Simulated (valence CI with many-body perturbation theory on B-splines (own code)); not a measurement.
O3+ in three bases

Computed by configuration interaction combined with many-body perturbation theory (CI+MBPT): three valence electrons over a frozen Dirac-Fock core [He], radial functions for each j: 9 s, 9 p, 8 d, 6 f, 3 g, 1 h, with the one-electron correlation potential Σ1, the two-electron term Σ2, the three-electron term Σ3, Breit, model QED; selected CI, second order for the rest, scaled by the run's own slope (own B-spline code, finite nucleus).

Set against measurement, 30 paired levels are off by 115 cm⁻¹ on average, the worst by 239. These come from a selection out of Moore, Selected Tables of Atomic Spectra, NSRDS-NBS 3, section 10. Levels without a partner in it may be off by more.

The reference run has the lowest level 2s2 2p 2P°_1/2 and an ionisation energy of 77.3987 eV. Its largest variational space holds 11351 state functions.

Changed runs:
A. basis 6 s, 6 p, 5 d, 3 f, 1 g
B. basis 5 s, 5 p, 4 d, 2 f

Excitation energies of the reference run in cm⁻¹, and shifts in cm⁻¹:

| Level | Reference | A | B |
| --- | --- | --- | --- |
| 2s2 2p 2P°_3/2 | 386 | -0.2 | -0.3 |
| 2s 2p2 4P_1/2 | 71329 | -102 | -299 |
| 2s 2p2 4P_3/2 | 71460 | -102 | -299 |
| 2s 2p2 4P_5/2 | 71644 | -102 | -299 |
| 2s 2p2 2D_5/2 | 127040 | +91 | +273 |
| 2s 2p2 2D_3/2 | 127053 | +92 | +273 |
| 2s 2p2 2S_1/2 | 164606 | +205 | +565 |
| 2s 2p2 2P_1/2 | 180698 | +125 | +396 |
| 2s 2p2 2P_3/2 | 180939 | +126 | +397 |
| 2p3 4S°_3/2 | 231528 | -86 | -268 |
| 2p3 2D°_5/2 | 255258 | +71 | +215 |
| 2p3 2D°_3/2 | 255289 | +70 | +214 |
| Ionisation energy (eV) | 77.3987 | -0.0139 | -0.0422 |
